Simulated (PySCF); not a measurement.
Work out the structure from these simulated measurements.

Formula: C6H8OSi.

- NMR, other nuclei: isotropic shieldings of nuclei other than C and H, by class: 0 (1 O), 470 (1 Si) ppm [GIAO PBE/pcSseg-1]
- Dipole: 1.03 D [B3LYP/def2-SVPD]
- 1H NMR: chemical shifts (computed TMS as zero) by class: 7.54 (1 H), 6.79 (1 H), 6.42 (1 H), 3.65 (1 H), 0.77 (2 H), 0.66 (2 H) ppm [GIAO PBE/pcSseg-1]
- Valence photoelectron: vertical ionisation energy: 8.14 eV [ΔSCF B3LYP/def2-SVPD]
- UV, first state: lowest singlet excitation: 5.08 eV (244 nm, f = 0.202) [TDDFT B3LYP/def2-SVPD]
- Rotational structure: rotational constants A, B, C: 4.891, 1.030, 0.932 GHz [PBE0-D3(BJ)/def2-SVP]
- 13C NMR: chemical shifts (computed TMS as zero) by class: 152.2 (1 C), 149.6 (1 C), 125.6 (1 C), 113.3 (1 C), -3.7 (2 C) ppm [GIAO PBE/pcSseg-1]

Gas-phase values; electronic properties from PySCF, density fitting. Levels stand in brackets. Isolated species at its PBE0-D3(BJ)/def2-SVP geometry (one conformer only). NMR values are class means; diastereotopic atoms form classes of their own.

Question: Propose a structure and show how it fits.

Answer: Numbering: `[cH:1]1[cH:2][o:3][c:4]([SiH:5]2[CH2:6][CH2:7]2)[cH:8]1`. Its formula, C6H8OSi, gives 4 degrees of unsaturation: 2 rings and 2 π bonds in the structure found (Kekulé form). 6 carbons fall into 5 classes; from least to most shielded: substituted aromatic carbon [C4] (152.2 ppm), aromatic CH next to a ring oxygen [C2] (149.6 ppm), aromatic CH carbon [C8] (125.6 ppm), aromatic CH carbon [C1] (113.3 ppm), ring sp3 carbon bound to silicon [C6/C7] (-3.7 ppm, 2 C, up to 5.7 ppm apart in this geometry). Hydrogen classes from least to most shielded: 1 H on an aromatic CH next to a ring oxygen, C2 (7.54 ppm), 1 H on an aromatic CH carbon, C8 (6.79 ppm), 1 H on an aromatic CH carbon, C1 (6.42 ppm), 1 H on an SiH silicon, Si5 (3.65 ppm), 2 H on 2 like atoms (sp3 carbon bound to silicon), C6/C7 (0.77 ppm), 2 H on 2 like atoms (sp3 carbon bound to silicon), C6/C7 (0.66 ppm). The other shieldings belong to: 0 ppm, furan-type oxygen [O3]; 470 ppm, SiH silicon [Si5]. S1 is mainly HOMO→LUMO (weight 0.88); the largest Löwdin shares of the orbital it empties are 0.18 on an sp3 carbon bound to silicon, 0.15 on the SiH silicon, 0.13 on the substituted aromatic carbon and 0.13 on the aromatic CH next to a ring oxygen, of the orbital it fills 0.18 on the substituted aromatic carbon, 0.16 on the aromatic CH next to a ring oxygen, 0.15 on the furan-type oxygen and 0.15 on an aromatic CH carbon. The optimised geometry has point group C1 and is an asymmetric top. Structure: `c1coc([SiH]2CC2)c1`. Computed isomers that give other values at the same levels: `[SiH3]Oc1ccccc1` (smallest rotational constant: 0.858 GHz; this holds for the one conformer computed). The assignments are read from this structure; whether some other isomer fits the data as well wasn't checked.

Shape of the structure used: `[cH:1]1[cH:2][o:3][c:4]([SiH:5]2[CH2:6][CH2:7]2)[cH:8]1`: O3–C4–Si5–C6 101°.
